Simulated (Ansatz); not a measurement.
Molecule: trihydroxy(methyl)silane, CH6O3Si (charge 0, singlet). 
Coordinates optimised at B3LYP-D3(BJ)/def2-TZVP (Ansatz, a first-principles code):
```
Si
O 1 1.6421
H 2 0.9609 1 117.48
O 1 1.6431 2 109.41 3 44.58
H 4 0.9603 1 116.71 2 -134.39
O 1 1.6522 2 112.64 3 -70.53
H 6 0.9598 1 118.40 2 -58.83
C 1 1.8510 2 105.67 3 166.34
H 8 1.0912 1 110.81 2 178.03
H 8 1.0913 9 108.25 1 -121.27
H 8 1.0921 9 108.23 10 -116.51
```
Charge 0, spin multiplicity 1.

Wanted: atomisation energy (electronic, to ground-state atoms), in kcal/mol. Correlated levels leave the core frozen unless marked. Open shells are spin-unrestricted. Spin-orbit coupling is left out. Non-relativistic unless marked X2C. The coupled-cluster limit lacks core correlation, which all-electron functionals hold. CBS(X,Y): correlation extrapolated as X^-3; Hartree-Fock from the larger set. The bracket is a focal-point correction in the basis named.

```tsv
level	program	atomisation energy (kcal/mol)	minus last row
HF/aug-cc-pV(D+d)Z	Ansatz	742.7	-322.1
SVWN5/def2-TZVPD	Ansatz	1207.4	142.6
B97M-V/def2-TZVPD	Ansatz	1054.0	-10.8
PBE0/6-31G*	Ansatz	1017.0	-47.8
PBE0-D3(BJ)/def2-TZVPD	Ansatz + dftd3	1045.6	-19.2
CCSD(T)/aug-cc-pV(Q+d)Z	Ansatz	1055.2	-9.6
X2C-CCSD(T)/cc-pVTZ-DK	Ansatz	1024.8	-40.0
CCSD(T) with core electrons (1s frozen past Ne)/cc-pwCVTZ	Ansatz	1036.7	-28.1
RI-MP2/CBS(cc-pV(T+d)Z,cc-pV(Q+d)Z)+[CCSD(T)-MP2]/cc-pV(D+d)Z	Ansatz	1066.8	2.0
CCSD(T)/CBS(aug-cc-pV(T+d)Z,aug-cc-pV(Q+d)Z)	Ansatz	1064.8	0.0
```
